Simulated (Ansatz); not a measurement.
C2H3AlOS (`[OH][AlH][C]#CS`), relaxed with RKS PBE-D4/def2-SVP in Ansatz 0.2.0 from a rough embedded geometry. The force threshold is 0.03 eV/Å; the program also tests the step.

Total charge 0; spin multiplicity 1.

Start:

```xyz
8

O    -1.968   -0.329    1.764
Al   -1.403   -0.709    0.124
C     0.238    0.092   -0.527
C     1.176    0.603   -1.026
S     2.713    1.333   -1.592
H    -1.550   -1.039    2.397
H    -2.266   -1.700   -0.822
H     3.061    1.749   -0.317
```

(1) How much energy does the relaxation release, and in how many steps? (An estimate is asked.)

(2) Which bonds change most? (Best estimate.)

(3) Give the relaxed structure. (Estimate.)

## Answers

(1) Ansatz gave: 17.00 kcal/mol, in 11 steps, 1 of them rejected.

(2) Computed: C4–S5 from 1.793 to 1.687 Å; O1–H6 from 1.039 to 0.970 Å; C3–C4 from 1.179 to 1.243 Å; O1–Al2 from 1.776 to 1.719 Å.

(3) Ansatz gave: 
```xyz
8

O    -1.891   -0.869    1.705
Al   -1.436   -0.835    0.048
C     0.175    0.026   -0.505
C     1.221    0.592   -0.868
S     2.603    1.317   -1.508
H    -1.361   -0.467    2.411
H    -2.430   -1.550   -0.955
H     3.118    1.785   -0.329
```
